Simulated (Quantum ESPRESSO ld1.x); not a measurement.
Neutral chromium, 24 electrons, occupied as [Ar] 3d6 (not the ground configuration). Calculated with ld1.x of Quantum ESPRESSO 7.5: scalar-relativistic Kohn-Sham, exchange-only LDA, spin-polarised, spherical densities, point nucleus; open shells are filled with parallel spins first.

X-ray form factor f0, the Fourier transform of the density (f0(0) = 24):

sin(theta)/lambda (1/angstrom),f0 (electrons)
0.05,23.042
0.1,21.697
0.15,20.040
0.2,18.282
0.25,16.563
0.3,14.956
0.4,12.225
0.5,10.192
0.6,8.774
0.8,7.123
1,6.158
1.25,5.154
1.5,4.207
2,2.720
